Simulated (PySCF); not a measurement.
**Radial density of Sr⁺ (strontium, charge +1)**

UHF, [Kr] 5s1, 2S determinant. All numbers are calculated (PySCF 2.14, the spin-free X2C one-electron Hamiltonian (Gaussian nucleus), in aug-cc-pVDZ-X2C (7s6p4d, 45 functions)).

| r (bohr) | 4πr²ρ (e/bohr) | 4πr²(ρα − ρβ) |
| --- | --- | --- |
| 0.0286 | 47.60 | 0.0019 |
| 0.0481 | 40.36 | -0.0009 |
| 0.0809 | 46.61 | 0.0024 |
| 0.136 | 56.43 | 0.0061 |
| 0.229 | 34.25 | 0.0008 |
| 0.385 | 41.58 | 0.0152 |
| 0.648 | 20.39 | 0.0042 |
| 1.09 | 7.559 | 0.0440 |
| 1.83 | 3.981 | 0.0051 |
| 3.08 | 0.5725 | 0.2970 |
| 5.19 | 0.1762 | 0.1748 |
| 8.72 | 0.004399 | 0.0044 |
| 14.7 | 1.348e-05 | 0.0000 |

Densities and radii are taken from the X2C orbitals without a picture-change correction, which distorts them close to the nucleus.
